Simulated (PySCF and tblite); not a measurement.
Results of a calculation; reference values are marked as such.
System: C6H10F (charge +1), numbered as in [CH3:1][CH2:2]/[CH:3]=[CH:4]/[C+:5]([CH3:6])[F:7].

For the rotation about the C4–C5 bond (torsion C3–C4–C5–C6 from -180° to -1°, rising): electronic barrier 26.95 kcal/mol, zero-point change -1.24 kcal/mol, thermal and entropy terms at 350 K a further 0.19 kcal/mol (symmetry numbers apart). The minimum is Cs, the saddle C1. Geometries: GFN2-xTB; energies: B3LYP/pcSseg-1 + D3(BJ); zero-point and thermal terms from GFN2-xTB harmonic modes (soft modes blended into free rotors). Rates follow Eyring's equation with the number of equivalent paths and no tunnelling. (PySCF 2.14 with density fitting, tblite 0.8.)

(1) How many equivalent paths lead out of the minimum?

(2) Work out the rate at 350 K.

The ion is treated without a counter-ion.

Results:

(1) 2: the symmetry number of the minimum is 1, that of the saddle displaced along its mode 1, and the displaced saddle is chiral while the minimum is not, which doubles the count.

(2) ΔG‡ = 25.90 kcal/mol; k_B T/h = 7.3×10¹² s⁻¹; exp(−ΔG‡/RT) = 6.7×10⁻¹⁷; times 2 gives k = 0.00098 s⁻¹. Wigner's tunnelling factor for the 477i cm⁻¹ mode would be 1.16.
